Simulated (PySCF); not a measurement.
## Constants of TeCl, step by step

State: ²Π, doublet, unpaired electrons π ↑. De refers to Te + Cl. ROHF-based CCSD(T) in PySCF 2.14 with Te cc-pVTZ-PP with ECP28, Cl cc-pV(T+d)Z and Te cc-pVQZ-PP with ECP28, Cl cc-pV(Q+d)Z (frozen core orbitals: 14; scalar-relativistic core potentials). Correlation energies are extrapolated as n⁻³ (n = 3, 4), Hartree–Fock as (n+1)·exp(−9√n).

```
      Level  Re (Å)  ωe (cm⁻¹)  ωexe (cm⁻¹)  αe (cm⁻¹)  De (eV)
 CCSD(T)/TZ  2.3396      384.9         1.27   0.000480    2.476
 CCSD(T)/QZ  2.3292      388.7         1.25   0.000478    2.652
     HF/CBS  2.3210      401.3         1.06   0.000434    1.450
    MP2/CBS  2.3129      402.1         1.16   0.000458    2.841
   CCSD/CBS  2.3189      397.7         1.18   0.000463    2.586
CCSD(T)/CBS  2.3241      391.9         1.24   0.000475    2.757
```

Question: How much is left between CCSD(T)/QZ and the basis-set limit, and how much do the triples give at the limit?

Answer: CCSD(T)/CBS less CCSD(T)/QZ: -5.1 mÅ in Re, +3.2 cm⁻¹ in ωe and +0.105 eV in De. CCSD(T)/CBS less CCSD/CBS: +5.2 mÅ in Re, -5.8 cm⁻¹ in ωe and +0.171 eV in De.

The T1 diagnostic is 0.018. The state was picked by a PBE0 search and need not be the measured ground state. Spin–orbit coupling, excitations beyond (T) and corrections to the Born–Oppenheimer picture are left out, and spin–orbit coupling matters for open p, d or f shells this heavy.

The whole job (state search and all basis sets along the bond) took about 11 min on 4 threads of Arm Neoverse V1 (shared host), peak memory 11 GiB.
